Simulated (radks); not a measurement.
Neutral potassium inside a hard spherical wall (all orbitals vanish at R), configuration held at [Ar] 4s1 and not refilled when levels cross. All-electron calculation, non-relativistic Kohn-Sham, LDA (Slater exchange, VWN5 correlation), spin-unpolarised, spherical densities, point nucleus. Program: a radial shooting solver on a logarithmic mesh with Libxc functionals. Eigenvalues in eV, with the zero of energy where the potential of the charges vanishes at infinity; a dash marks a level that is unbound or too diffuse for the functional's potential to be trusted. A positive occupied level is held by the wall or, in an anion where self-interaction has pushed it up, behind a barrier. The pressure on the wall is -dE/dV.

R (bohr)  E (hartree)  kinetic (hartree)    e(2p)    e(3s)    e(3p)   e(4s)  e(4p, empty)  e(5s, empty)  pressure (GPa)
free       -598.20059            597.172  -279.84  -34.882  -18.879  -2.417        -0.845        -0.071               0
12         -598.19956            597.180  -279.73  -34.777  -18.775  -2.335        -0.611         1.650          0.0127
8          -598.18136            597.261  -278.99  -34.063  -18.075  -1.496         0.915         7.447           0.505
4          -597.69778            598.841  -273.47  -29.591  -13.686  12.645        19.547        60.315            80.0
3.5        -597.29887            600.213  -269.96  -27.178  -11.177  22.066        30.469        87.661             217
3          -596.42096            603.207  -263.16  -22.653   -6.296  39.913        50.074        134.19             681
2.5        -594.25162            610.192  -249.64  -13.259    4.065  76.493        88.251        220.19            2550
2          -588.14061            627.810  -222.31    9.268   28.655  159.43        170.82        397.89           11900
1.5        -567.63501            678.779  -165.23   77.505   99.372  379.32        379.50        831.10           77900
